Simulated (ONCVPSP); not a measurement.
## Varying the ONCV potential for antimony

Base potential:

antimony (Sb), optimised norm-conserving Vanderbilt (ONCV), made with ONCVPSP 4.0.1 (PBE, scalar-relativistic). Core [Ar] 3d10, reference 4s2 4p6 4d10 5s1.5 5p3.5. Waves: 4s+5s: rc 1.40 bohr, ncon 3, nbas 6, qcut 7.2 1/bohr, 2 projectors; 4p+5p: rc 1.40 bohr, ncon 3, nbas 6, qcut 9.2 1/bohr, 3 projectors, debl 1.4 Ha; 4d: rc 1.20 bohr, ncon 3, nbas 8, qcut 14.1 1/bohr, 2 projectors, debl 1.4 Ha. Local part: polynomial inside 1.20 bohr (lpopt 5, dvloc0 -1 Ha). Core correction: none.

Cutoffs, loose and tight: the cutoffs (Ha) at which the residual kinetic energy of the hardest occupied pseudo-wave falls to 1 and 0.1 mHa per electron. They do not see the model core or the augmentation charge, which bear on the density cutoff. Test errors are all-electron minus pseudo excitation energies from the reference, over the configurations 4s2 4p6 4d10 5s2 5p3; 4s2 4p6 4d10 5s2 5p2; 4s2 4p6 4d10 5s2 5p1; 4s2 4p6 4d10 5s1 5p0. A dash means not determined; rows that change the core or the reference have their own tests.

```tsv
change	outcome	cutoff, loose	cutoff, tight	bound ghosts	GHOST(+) flags above zero	largest test error (meV)
base	generated	51 Ha	61 Ha	none	none	-22
d: rc 0.84; local potential polynomial inside 0.84 bohr (lpopt 5, dvloc0 -1 Ha)	generated	56 Ha	73 Ha	none	s	-21
d: rc 1.1; local potential polynomial inside 1.10 bohr (lpopt 5, dvloc0 -1 Ha)	generated	51 Ha	61 Ha	none	s	-22
d: rc 1.22	generated	50 Ha	61 Ha	none	none	-22
d: rc 1.32	generated	49 Ha	58 Ha	none	none	-22
d: rc 1.64	generated	44 Ha	52 Ha	none	none	-23
d: rc 1.76	generated	41 Ha	48 Ha	none	none	-25
```

Q: What comes out with this change to the base: d: rc 1.5?

A: outcome: generated; cutoff, loose: 43 Ha; cutoff, tight: 50 Ha; bound ghosts: none; GHOST(+) flags above zero: none; largest test error (meV): -23.

Q: What comes out with this change to the base: d: rc 0.94; local potential polynomial inside 0.94 bohr (lpopt 5, dvloc0 -1 Ha)?

A: outcome: generated; cutoff, loose: 52 Ha; cutoff, tight: 62 Ha; bound ghosts: none; GHOST(+) flags above zero: s; largest test error (meV): -21.

Reading the sweep of the d radius (base included, trends over the rows without a ghost): The loose cutoff falls from 56 Ha at 0.84 to 41 Ha at 1.76 bohr. A larger radius leaves more room for a smooth pseudo-wave, so fewer plane waves are needed; a smaller one forces it to follow the all-electron wave where it bends sharply. The median size of the test errors (rows with all tests solved) stays near 2.7 meV.
